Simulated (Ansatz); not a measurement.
Basis sets compared for Ge(CCH)2H2 (C4H4Ge). Total charge 0; singlet. Geometry PBE0-D4/def2-SVP. Ansatz on 2 threads of Intel Xeon 6975P-C on a shared host; times are rough, and most runs start from earlier orbitals.

Cartesian coordinates in Å:
```
Ge 0.2031 -0.6124 0.7567
C -1.3218 0.5120 0.6246
C -2.2971 1.2329 0.5450
H -3.1606 1.8707 0.4753
C 1.2762 -0.3736 -0.7920
C 1.9647 -0.2304 -1.7834
H 2.5742 -0.1024 -2.6605
H -0.2510 -2.0745 0.8355
H 1.0124 -0.2221 1.9988
```

The 6-31G sets use Cartesian d functions.

Binding counts from free atoms (Ge triplet, C triplet, H doublet) in the same basis, without a counterpoise term.

| level | functions | energy (Eh) | HOMO (eV) | LUMO (eV) | binding per atom (eV) | wall time |
| --- | --- | --- | --- | --- | --- | --- |
| HF/6-31G | 73 | -2228.6429 | -10.65 | 3.77 | 2.87 | 0.7 s |
| PBE-D4/def2-SVP | 108 | -2230.7940 | -6.82 | -1.00 | 4.39 | 0.95 s |
| PBE0-D4/def2-SVP | 108 | -2230.8600 | -8.06 | -0.07 | 4.30 | 1.8 s |

(1) Estimate the rows for HF/def2-TZVP, PBE-D4/def2-TZVP, PBE0-D4/def2-TZVP.

Results:

(1) 
```csv
level,functions,energy (Eh),HOMO (eV),LUMO (eV),binding per atom (eV),wall time
HF/def2-TZVP,196,-2229.0997,-10.80,3.30,3.05,1.7 s
PBE-D4/def2-TZVP,196,-2231.2297,-6.93,-1.16,4.37,1.8 s
PBE0-D4/def2-TZVP,196,-2231.2926,-8.13,-0.22,4.27,3.3 s
```
